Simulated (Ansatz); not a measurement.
`C[SiH]1CN1` → `C=C[SiH2]N`  (isomerisation)

Computed with Ansatz on PBE0-D4/def2-TZVP structures; ΔE is electronic, products minus reactants. CCSD(T)/CBS is the MP2 limit (def2-TZVPP, def2-QZVPP) plus CCSD(T) − MP2 in def2-TZVPP, frozen cores. DFT in def2-TZVPP. Each species was taken in one conformer, which may not be the lowest.

```tsv
level	ΔE (kJ/mol)
B97M-V	-65.8
B2PLYP	-79.9
r2SCAN	-63.4
SCS-MP2/def2-TZVPP	-80.2
```

**Question.** What does CCSD(T)/CBS give? (An estimate is asked.)

**Answer.** The calculation gave: -79.3 kJ/mol. The listed levels differ from it by 13.5, -0.6, 15.9, -0.9 kJ/mol.

Largest T1 diagnostic among the species: 0.011.

From BLYP to BHLYP (50 % exact exchange), in def2-TZVPP and without D4, ΔE moves by −5.6 kJ/mol. In def2-TZVPP, CCSD(T) changes the Hartree–Fock value by +30.2 kJ/mol (the triples alone add +2.5 kJ/mol) and MP2 by +38.0 kJ/mol.
